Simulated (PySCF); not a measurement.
Start geometry of `F[Si@@]([SiH3])(Cl)O[SiH3]` from GFN2-xTB (Å):
```
atom  x, y, z in Å
F1    -0.205    0.674    2.098
Si2   -0.358    0.796    0.483
Si3   -2.373   -0.046   -0.255
Cl4    0.160    2.714    0.098
O5     0.819   -0.158   -0.078
Si6    2.338   -0.712   -0.248
H7    -2.422   -1.498   -0.051
H8    -3.457    0.566    0.476
H9    -2.566    0.228   -1.654
H10    3.089    0.300   -0.966
H11    2.885   -0.954    1.094
H12    2.131   -1.938   -1.005
```

Q: What comes out of this run: PBE0-D3(BJ)/def2-SVP geometry optimisation, gas phase in PySCF?

A: 
```
atom  x, y, z in Å
F1    -0.4073    0.5907    2.1675
Si2   -0.3729    0.5756    0.5495
Si3   -2.4621    0.0729   -0.3357
Cl4    0.2154    2.4665   -0.0272
O5     0.7540   -0.5038    0.0674
Si6    2.3971   -0.7294   -0.1554
H7    -2.8879   -1.2911    0.0954
H8    -3.4525    1.0870    0.1295
H9    -2.3481    0.1198   -1.8233
H10    2.9134    0.2842   -1.1186
H11    3.1059   -0.5954    1.1492
H12    2.5850   -2.0994   -0.7038
```

The energy falls by 0.297 eV over 15 energy and gradient evaluations, the largest force component goes from 0.0219 to 3.1e-04 Eh/bohr, and the atoms move by 0.343 Å rms after alignment. The bond that changes most is Si3–H9 (SiH3 silicon to Si–H hydrogen), which lengthens by 0.054 Å. Bonds longer at the end by more than 0.005 Å: 10 of 11; shorter: 1. Among the angles that change most is Si2–O5–Si6, from 156.7° to 143.7°. Among the dihedrals that turn most is Si3–Si2–O5–Si6, from -173° to 157°. Rotational constants go from 1613, 1062, 817.5 to 1734, 985.7, 827.2 MHz. The orientation of the end geometry is arbitrary; only internal coordinates are fixed.

The run used 130 basis functions and 94 SCF cycles in all. On Arm Neoverse V2, one thread (shared host), this took 1.8 min and 0.55 GiB of memory at its peak.

No PBE0-D3(BJ)/def2-SVP frequencies stand behind this structure, so it isn't proved a minimum. One conformer, not necessarily the lowest.
